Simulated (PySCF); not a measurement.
Isomers of CH10SSi3, one GFN2-xTB conformer each. Single-point energies are computed at PBE0/pcSseg-1 (PySCF, gas phase, no added dispersion term), electronic only.

Question: Rank them by PBE0/pcSseg-1 energy, lowest first (kJ/mol).
A. `[SiH3:1][CH2:2][SiH2:3][S:4][SiH3:5]` with Si1–C2–Si3–S4 64°, C2–Si3–S4–Si5 -178°
B. `[CH3:1][SiH2:2][S:3][SiH2:4][SiH3:5]` with C1–Si2–S3–Si4 180°, Si2–S3–Si4–Si5 71°

Answer: B (0.0), A (9.9).

As drawn, the lower has an Si–Si bond, which the higher lacks. Neighbours under 10 kJ/mol apart (C[SiH2]S[SiH2][SiH3] and [SiH3]C[SiH2]S[SiH3]) can change places with a better method, another conformer or zero-point energy. GFN2-xTB itself gives, in the same order: 26.4, 0.0. GFN2-xTB puts [SiH3]C[SiH2]S[SiH3] lowest instead.

Q: Which frontier levels, dipoles and rotational constants go with these structures?

A: 
```json
{"SMILES": "C[SiH2]S[SiH2][SiH3]", "HOMO (eV, PBE0/pcSseg-1)": "-7.09", "LUMO (eV)": "-0.48", "dipole (D)": "1.36", "A, B, C (MHz)": "3472, 871.2, 767.9"}
{"SMILES": "[SiH3]C[SiH2]S[SiH3]", "HOMO (eV, PBE0/pcSseg-1)": "-7.24", "LUMO (eV)": "-0.02", "dipole (D)": "1.46", "A, B, C (MHz)": "4458, 786.8, 721.4"}
```

Q: As an exercise, what shares would exp(−E/RT) give at 2000 K from these electronic energies alone (no entropy, no degeneracies)?

A: RT = 16.629 kJ/mol: C[SiH2]S[SiH2][SiH3] 64.5 %, [SiH3]C[SiH2]S[SiH3] 35.5 %.
